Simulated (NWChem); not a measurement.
All runs are NWChem calculations. System: F$_{3}$Ge, charge 1, spin multiplicity 1, at the geometry of a parent with another charge or spin, in a state set for the comparison that need not be this species' ground state. Level: B3LYP/x2c-SVPall-2c, scalar ZORA, VWN1-RPA local correlation.

Job file:

```
start mol
memory heap 200 mb stack 900 mb global 1100 mb
charge 1
geometry units angstroms nocenter noautoz noautosym
  F      0.802762    -0.360441     1.391756
  Ge     0.000681     0.302564     0.000000
  F      0.802762    -0.360441    -1.391756
  F     -1.607946    -0.354901     0.000000
end
basis spherical
  * library x2c-svpall-2c
end
relativistic
  zora on
end
dft
  xc b3lyp
  semidirect memsize 60000000 filesize 0
  iterations 100
  grid fine
end
task dft energy
```

Part of the output:

```
             Northwest Computational Chemistry Package (NWChem) 7.3.0
             --------------------------------------------------------

                                NWChem Input Module
                                -------------------

 Scaling coordinates for geometry "geometry" by  1.889725989
 (inverse scale =  0.529177249)

                             Geometry "geometry" -> ""
                             -------------------------

 Output coordinates in angstroms (scale by  1.889725989 to convert to a.u.)

  No.       Tag          Charge          X              Y              Z
 ---- ---------------- ---------- -------------- -------------- --------------
    1 F                    9.0000     0.80276200    -0.36044100     1.39175600
    2 Ge                  32.0000     0.00068100     0.30256400     0.00000000
    3 F                    9.0000     0.80276200    -0.36044100    -1.39175600
    4 F                    9.0000    -1.60794600    -0.35490100     0.00000000

 Effective nuclear repulsion energy (a.u.)     309.2941111287

            Nuclear Dipole moment (a.u.)
            ----------------------------
        X                 Y               Z
 ---------------- ---------------- ----------------
    -0.0000113384     0.0000018897     0.0000000000


 Summary of "ao basis" -> "" (spherical)
 ------------------------------------------------------------------------------
       Tag                 Description            Shells   Functions and Types
 ---------------- ------------------------------  ------  ---------------------
 *                       x2c-svpall-2c                on all atoms

                                 NWChem DFT Module
                                 -----------------

 Summary of "ao basis" -> "ao basis" (spherical)
 ------------------------------------------------------------------------------
       Tag                 Description            Shells   Functions and Types
 ---------------- ------------------------------  ------  ---------------------
 F                       x2c-svpall-2c               6       14   3s2p1d
 Ge                      x2c-svpall-2c              14       38   5s6p3d

 Summary of "ao basis" -> "ao basis" (spherical)
 ------------------------------------------------------------------------------
       Tag                 Description            Shells   Functions and Types
 ---------------- ------------------------------  ------  ---------------------
 F                       x2c-svpall-2c               6       14   3s2p1d
 Ge                      x2c-svpall-2c              14       38   5s6p3d

            General Information
            -------------------
          SCF calculation type: DFT
          Wavefunction type:  closed shell.
          No. of atoms     :     4
          No. of electrons :    58
           Alpha electrons :    29
            Beta electrons :    29
          Charge           :     1
          Spin multiplicity:     1
          Use of symmetry is: off; symmetry adaption is: off
          Maximum number of iterations: 100
          AO basis - number of functions:    80
                     number of shells:    32
          Convergence on energy requested:  1.00D-06
          Convergence on density requested:  1.00D-05
          Convergence on gradient requested:  5.00D-04

              XC Information
              --------------
                         B3LYP Method XC Potential
                     Hartree-Fock (Exact) Exchange  0.200
                        Slater Exchange Functional  0.800 local
                    Becke 1988 Exchange Functional  0.720 non-local
              Lee-Yang-Parr Correlation Functional  0.810
                  VWN I RPA Correlation Functional  0.190 local

             Grid Information
             ----------------
          Grid used for XC integration:  fine
          Radial quadrature: Mura-Knowles
          Angular quadrature: Lebedev.
          Tag              B.-S. Rad. Rad. Pts. Rad. Cut. Ang. Pts.
          ---              ---------- --------- --------- ---------
          F                   0.50       70           7.0       590
          Ge                  1.25      140           6.0       974
          Grid pruning is: on
          Number of quadrature shells:   350
          Spatial weights used:  Erf1

          Convergence Information
          -----------------------
          Convergence aids based upon iterative change in
          total energy or number of iterations.
          Levelshifting, if invoked, occurs when the
          HOMO/LUMO gap drops below (HL_TOL):  1.00D-02
          DIIS, if invoked, will attempt to extrapolate
          using up to (NFOCK): 10 stored Fock matrices.

                    Damping( 0%)  Levelshifting(0.5)       DIIS
                  --------------- ------------------- ---------------
          dE  on:    start            ASAP                start
          dE off:    2 iters        100 iters           100 iters

      Screening Tolerance Information
      -------------------------------
          Density screening/tol_rho:  1.00D-10
          AO Gaussian exp screening on grid/accAOfunc:  14
          CD Gaussian exp screening on grid/accCDfunc:  20
          XC Gaussian exp screening on grid/accXCfunc:  20
          Schwarz screening/accCoul:  1.00D-08

 dft: using ZORA

      Superposition of Atomic Density Guess
      -------------------------------------

 Sum of atomic energies:       -2364.40650166
          Performing ZORA calculations
          ----------------------------

       Generating atomic ZORA corrections
       ----------------------------------

 In dft_scf:: zora:Knucl= F

 Grid integrated density:      58.999999552350
 Requested integration accuracy:   0.10E-06

      Superposition of Atomic Density Guess
      -------------------------------------

 Sum of atomic energies:       -2364.40650166

 Renormalizing density from      59.00 to     58

      Non-variational initial energy
      ------------------------------

 Total energy =   -2340.010038
 1-e energy   =   -3857.018012
 2-e energy   =    1207.713864
 HOMO         =      -0.983319
 LUMO         =      -0.615785

------------------------------------------------------------
EAF file 0: "./mol.aoints.0" size=524288 bytes
------------------------------------------------------------
               write      read    awrite     aread      wait
               -----      ----    ------     -----      ----
     calls:        1         0         0         0         0
   data(b): 5.24e+05  0.00e+00  0.00e+00  0.00e+00
   time(s): 0.00e+00  0.00e+00  0.00e+00  0.00e+00  0.00e+00
rate(mb/s): 0.00e+00  0.00e+00
------------------------------------------------------------

   convergence    iter        energy       DeltaE   RMS-Dens  Diis-err    time
 ---------------- ----- ----------------- --------- --------- ---------  ------
 d= 0,ls=0.0,diis     1  -2407.2648807057 -2.72D+03  7.10D-02  1.17D+02     4.9
 d= 0,ls=0.0,diis     2  -2406.8245402397  4.40D-01  4.08D-02  1.13D+01     5.2
 d= 0,ls=0.0,diis     3  -2406.4728090743  3.52D-01  2.48D-02  1.37D+01     5.5
 d= 0,ls=0.0,diis     4  -2407.6878322644 -1.22D+00  3.50D-03  5.38D-01     5.9
 d= 0,ls=0.0,diis     5  -2407.7060944825 -1.83D-02  2.37D-03  4.73D-02     6.2
  Resetting Diis
 d= 0,ls=0.0,diis     6  -2407.7089375652 -2.84D-03  6.39D-04  5.27D-03     6.6
 d= 0,ls=0.0,diis     7  -2407.7095102014 -5.73D-04  1.46D-04  4.05D-05     6.9
 d= 0,ls=0.0,diis     8  -2407.7094976688  1.25D-05  9.34D-05  1.83D-04     7.3
 d= 0,ls=0.0,diis     9  -2407.7095148590 -1.72D-05  5.28D-06  1.34D-06     7.6
 d= 0,ls=0.0,diis    10  -2407.7095149186 -5.96D-08  2.62D-06  1.12D-07     8.0
(nogshift,skip_gshiftAOev,done_Fji)=( 1,F,F)

         Total DFT energy =    -2407.709514918603
      One electron energy =    -3947.257367359383
           Coulomb energy =     1341.626386851941
    Exchange-Corr. energy =     -111.372645539873
 Nuclear repulsion energy =      309.294111128713

       Scaling correction =       12.312801632184

 Numeric. integr. density =       57.999999293551

     Total iterative time =      4.6s

                       DFT Final Molecular Orbital Analysis
                       ------------------------------------

 Vector   27  Occ=2.000000D+00  E=-7.030025D-01
              MO Center= -5.5D-01, -3.2D-01,  1.9D-03, r^2= 2.7D+00
   Bfn.  Coefficient  Atom+Function         Bfn.  Coefficient  Atom+Function
  ----- ------------  ---------------      ----- ------------  ---------------
    71      0.384163  4 F  py                70     -0.343808  4 F  px
    74      0.255238  4 F  py                 4     -0.248733  1 F  px
    56     -0.248537  3 F  px                73     -0.221791  4 F  px
     5     -0.191732  1 F  py                57     -0.190585  3 F  py
     7     -0.159917  1 F  px                59     -0.159789  3 F  px

 Vector   28  Occ=2.000000D+00  E=-7.029954D-01
              MO Center=  5.5D-01, -3.2D-01, -1.9D-03, r^2= 2.7D+00
   Bfn.  Coefficient  Atom+Function         Bfn.  Coefficient  Atom+Function
  ----- ------------  ---------------      ----- ------------  ---------------
     5      0.331660  1 F  py                57     -0.332321  3 F  py
     6      0.312304  1 F  pz                58      0.312497  3 F  pz
     8      0.220369  1 F  py                60     -0.220808  3 F  py
    72      0.216014  4 F  pz                 9      0.201296  1 F  pz
    61      0.201422  3 F  pz                75      0.138616  4 F  pz

 Vector   29  Occ=2.000000D+00  E=-6.955115D-01
              MO Center=  7.7D-05, -3.6D-01, -3.1D-06, r^2= 3.0D+00
   Bfn.  Coefficient  Atom+Function         Bfn.  Coefficient  Atom+Function
  ----- ------------  ---------------      ----- ------------  ---------------
    72      0.400088  4 F  pz                 4      0.346691  1 F  px
    56     -0.346692  3 F  px                75      0.267424  4 F  pz
     7      0.231726  1 F  px                59     -0.231727  3 F  px
     6     -0.200344  1 F  pz                58     -0.200344  3 F  pz
     9     -0.133905  1 F  pz                61     -0.133906  3 F  pz

 Vector   30  Occ=0.000000D+00  E=-5.320167D-01
              MO Center=  1.1D-03,  4.8D-01, -5.2D-08, r^2= 2.4D+00
   Bfn.  Coefficient  Atom+Function         Bfn.  Coefficient  Atom+Function
  ----- ------------  ---------------      ----- ------------  ---------------
    18      0.586383  2 Ge s                 30      0.359885  2 Ge py
    17     -0.325538  2 Ge s                 19      0.283149  2 Ge s
     5     -0.227660  1 F  py                57     -0.227660  3 F  py
    71     -0.227087  4 F  py                24     -0.164911  2 Ge py
    70     -0.165466  4 F  px                 8     -0.161174  1 F  py

 Vector   31  Occ=0.000000D+00  E=-2.511090D-01
              MO Center= -1.4D-01,  5.1D-01, -1.4D-05, r^2= 2.7D+00
   Bfn.  Coefficient  Atom+Function         Bfn.  Coefficient  Atom+Function
  ----- ------------  ---------------      ----- ------------  ---------------
    34      0.730399  2 Ge pz                31      0.512040  2 Ge pz
     3     -0.222504  1 F  s                 55      0.222491  3 F  s
    25     -0.218871  2 Ge pz                49      0.199541  2 Ge d -1
    72     -0.174837  4 F  pz                75     -0.143802  4 F  pz
     5     -0.140393  1 F  py                57      0.140384  3 F  py

 Vector   32  Occ=0.000000D+00  E=-2.510983D-01
              MO Center=  1.4D-01,  5.1D-01,  1.4D-05, r^2= 2.7D+00
   Bfn.  Coefficient  Atom+Function         Bfn.  Coefficient  Atom+Function
  ----- ------------  ---------------      ----- ------------  ---------------
    32      0.730423  2 Ge px                29      0.512034  2 Ge px
    69      0.257098  4 F  s                 23     -0.218869  2 Ge px
    48      0.199060  2 Ge d -2              71      0.161366  4 F  py
    70      0.147288  4 F  px                 6      0.139094  1 F  pz
    58     -0.139100  3 F  pz                 3     -0.128299  1 F  s

 center of mass
 --------------
 x =   0.00006245 y =   0.02782904 z =   0.00000000

 moments of inertia (a.u.)
 ------------------
         313.065940242776           0.490968365855           0.000000000000
           0.490968365855         525.680642460922           0.000000000000
           0.000000000000           0.000000000000         313.091467829807

     Multipole analysis of the density
     ---------------------------------

     L   x y z        total         alpha         beta         nuclear
     -   - - -        -----         -----         ----         -------
     0   0 0 0      1.000000    -29.000000    -29.000000     59.000000

     1   1 0 0      0.003305      0.001658      0.001658     -0.000011
     1   0 1 0      1.439760      0.719879      0.719879      0.000002
     1   0 0 1     -0.000000     -0.000000     -0.000000      0.000000

     2   2 0 0    -20.773118    -72.646478    -72.646478    124.519837
     2   1 1 0      0.008313      0.121505      0.121505     -0.234697
     2   1 0 1     -0.000001     -0.000000     -0.000000      0.000000
     2   0 2 0    -17.096425    -19.978387    -19.978387     22.860349
     2   0 1 1      0.000001      0.000000      0.000000      0.000000
     2   0 0 2    -20.772702    -72.640226    -72.640226    124.507749

 Task  times  cpu:        8.0s     wall:        8.0s

 Total times  cpu:        8.0s     wall:        8.0s
```
